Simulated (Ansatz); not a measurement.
```yaml
crystal:
  periodic: [false, false, false]
  atoms:
    - {symbol: Ru, position_ang: [-0.105506, 0.054680, -0.197186]}
    - {symbol: O, position_ang: [-1.347818, -0.815485, 0.205008]}
    - {symbol: O, position_ang: [1.540611, 0.557946, -0.245207]}
basis:
  gaussian: {orbitals: def2-SVP, fitting: {mean_field: def2-universal-jkfit}}
total_charge: -1
magnetization: {spin_polarized: false, initial_magnetization: 3}
hamiltonian: {xc: {name: revPBE}}
scf: {omitted_lower_state_checks: [starts]}
output: {forces: true}
```

```sh
$ ansatz run in.yaml --threads 4 --pin off --events-out ev --progress --plain --max-ram 3916MiB
```

Output, abridged:

```
Functional definition: revPBE
409 factors; integrals over basis functions are off by at most 9.5e-2 eV
mean field evaluation 1: about -6667.4043 eV, gradient 4.5e1 eV
mean field evaluation 2: about -6667.4033 eV, gradient 4.5e1 eV
mean field evaluation 4: about -6659.1518 eV, gradient 7.7e1 eV
mean field evaluation 8: about -6671.8709 eV, gradient 2.2e0 eV
mean field evaluation 16: about -6671.8847 eV, gradient 1.8e-3 eV
mean field -6671.88465251 eV, -245.1872386139 hartree, gradient 1.9e-9 eV, S^2 3.750000; 0 other end points of the search recorded, 0 dependent functions left out
reference -6671.88469923 eV, -245.1872403308 hartree; 18, 15 occupied and 41, 44 virtual orbitals, 409 factors
Total energy: -6671.88469923 eV, -245.1872403308 hartree
Atom 0 at    -0.105506     0.054680    -0.197186 Å, force     5.827442     7.732378    -4.611072 eV/Å
Atom 1 at    -1.347818    -0.815485     0.205008 Å, force   -10.026244    -8.158760     4.093745 eV/Å
Atom 2 at     1.540611     0.557946    -0.245207 Å, force     4.198802     0.426382     0.517328 eV/Å
Dipole moment:    -0.237849    -0.086141     0.016956 e Å
Checks for a lower state left out: starts
```

It took 2.1 s on 4 threads of Arm Neoverse V2 on a shared host.

In the def2 sets Ru takes a core potential; there is no spin–orbit coupling. The highest occupied level of an anion often lies above zero with these methods, and sets without diffuse functions describe the outer electron poorly.

With spin_polarized false and unpaired electrons the run is restricted open-shell.

The dipole of an ion depends on the origin.
